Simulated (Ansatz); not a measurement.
System: CH$_{3}$Cl$_{2}$Si, charge 0, multiplicity 2. It need not be the lowest isomer of its formula. 
Coordinates optimised at B3LYP-D3(BJ)/def2-TZVP (Ansatz, a quantum-chemistry and plane-wave program):
```
C
H 1 1.0903
H 1 1.0903 2 109.31
H 1 1.0925 2 109.07 3 119.17
Si 1 1.8726 2 110.12 4 119.74
Cl 5 2.0732 1 108.88 2 -178.95
Cl 5 2.0732 1 108.88 2 -60.44
```
Charge 0, spin multiplicity 2.

Basis-set convergence of Hartree-Fock and CCSD correlation energies (hartree) with Ansatz. Valence correlation only, unless marked. UHF or UKS for open shells. Spin-orbit coupling is left out. No relativistic terms.

```
basis        functions        E(HF)  E(corr, CCSD)
-----------  ---------  -----------  -------------
cc-pV(D+d)Z         98  -1247.64483       -0.54280
cc-pV(T+d)Z        189          [?]            [?]
```

Problem. Complete the blanks.

Solution. 
- cc-pV(T+d)Z, E(HF): -1247.70451
- cc-pV(T+d)Z, E(corr, CCSD): -0.70031
